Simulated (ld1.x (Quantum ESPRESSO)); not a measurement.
**titanium, TM: configuration errors across variants**

- Element: titanium
- Generator: ld1.x (Quantum ESPRESSO) 7.5
- Type: norm-conserving Troullier–Martins (Kleinman–Bylander form)
- Functional: PBE
- Relativity: scalar-relativistic
- Frozen core: [Ar]
- Valence charge: 4
- Reference configuration: 3d2 4s0.5 4p0 (charge +1.5)
- Partial waves: 4s (bound): rc 2.55 bohr; 3d (bound): rc 1.50 bohr; 4p (bound, empty): rc 2.35 bohr
- Local potential: the p channel
- Core correction: Bessel-smoothed model core, default radius (core density twice the valence density)

All-electron excitation energies from the reference (eV): (1) 3d2 4s2 4p0 -13.313; (2) 3d2 4s1 4p0 -5.966; (3) 3d2 4s0 4p0 7.606; (4) 3d2.5 4s1.5 4p0 -12.960; (5) 3d1 4s2 4p1 -8.640; (6) 3d1 4s0 4p0 34.555; (7) 3d3 4s0 4p0 -5.918.

The default core radius of the base comes out at 1.77 bohr.

Tests that are not counted but printed errors over 1 eV. “wave 4p (bound): rc 2.35 bohr becomes 4p (bound): rc 2.88 bohr”: 3d2 4s2 4p0 (solver errors, printed error -81.2 eV); 3d2.5 4s1.5 4p0 (solver errors, printed error -78.8 eV). “all radii but the core radius scaled by about 1.21 (s 3.08, p 2.84, d 1.82 bohr)”: 3d2 4s2 4p0 (solver errors, printed error -84.4 eV); 3d2.5 4s1.5 4p0 (solver errors, printed error -87.9 eV).

2 further variants failed, have other tests or too few solved ones, and are left out.

A true bound ghost makes a file unfit for plane-wave use even where its test errors are small: the radial tests pick states by their node count and pass the ghost by. Where a test does run into it, the solver fails or the error is huge.

Errors AE − PS in meV (a dash: test not solved or not reliable):

```tsv
change	(1)	(2)	(3)	(4)	(5)	(6)	(7)	bound ghosts
base	-18	-2.8	-5.1	-75	-579	-654	-345	s
wave 4p (bound): rc 2.35 bohr becomes 4p (bound): rc 2.88 bohr	–	+14	-5.3	–	-349	–	-349	s
wave 3d (bound): rc 1.50 bohr becomes 3d (bound): rc 2.08 bohr	-15	-2.6	-4.9	-70	-397	-482	-286	s
all radii but the core radius scaled by about 1.21 (s 3.08, p 2.84, d 1.82 bohr)	–	-29	-6.4	–	-563	-590	-312	s
core correction Bessel-smoothed model core inside 1.76 bohr	-18	-2.8	-5.1	-75	-579	-654	-345	s
```

Q: Give the same row for: wave 4s (bound): rc 2.55 bohr becomes 4s (bound): rc 1.56 bohr.

A: -9.2, -2.9, -9.3, -78, -249, -788, -281; bound ghosts: s.
